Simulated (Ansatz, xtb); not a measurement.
**BFH3Si2−: where a starting geometry ends**

The starting geometry of this gas-phase singlet has its atoms placed at random.

```yaml
atoms:
  - { symbol: B, position_ang: [1.7490, 0.3962, -0.9252] }
  - { symbol: F, position_ang: [-0.5675, 0.8874, 0.9365] }
  - { symbol: Si, position_ang: [-0.6985, -0.7783, 0.4632] }
  - { symbol: Si, position_ang: [-0.9105, 1.3592, -0.8673] }
  - { symbol: H, position_ang: [0.9128, 0.9967, -0.0953] }
  - { symbol: H, position_ang: [-0.8828, -0.9170, 1.9376] }
  - { symbol: H, position_ang: [0.7231, 1.1960, -1.1824] }
```

Task: One run relaxed it with r2SCAN-D4/def2-SVPD. What is a likely outcome?

Result: It ends as a structure with H7 bridging B1 and Si4, given below by its coordinates. Contacts that open: F2–Si4 (1.90 → 3.38 Å). Contacts that close: B1–Si3 (3.05 → 1.93 Å), B1–Si4 (2.83 → 2.04 Å).

The energy falls by 8.14 eV over 18 steps:

```csv
step,E − E(last) (eV)
1,8.142
3,5.028
5,3.442
7,2.487
9,1.479
10,1.196
12,0.324
14,0.006
16,0.001
18,0.000
```

Final geometry (Å):

```xyz
7

B     0.9267    0.8150   -0.3243
F    -1.0591    0.9403    2.0187
Si   -0.5555    0.0609    0.6585
Si   -0.7941    1.2318   -1.3354
H     2.1082    1.0967   -0.3357
H    -0.9268   -1.3295    1.1114
H     0.6262    0.3251   -1.5262
```

From the same start GFN2-xTB ends elsewhere, differing in B1–Si4 (3.47 against 2.04 Å here), Si4–H7 (3.93 against 1.70 Å here).

From so rough a start the end depends on the optimiser's path, so another program may land elsewhere. The end wasn't checked by frequencies. Run with Ansatz 0.2.0, 26 s on 2 threads of Intel(R) Xeon(R) 6975P-C (Granite Rapids), with other jobs on the host.
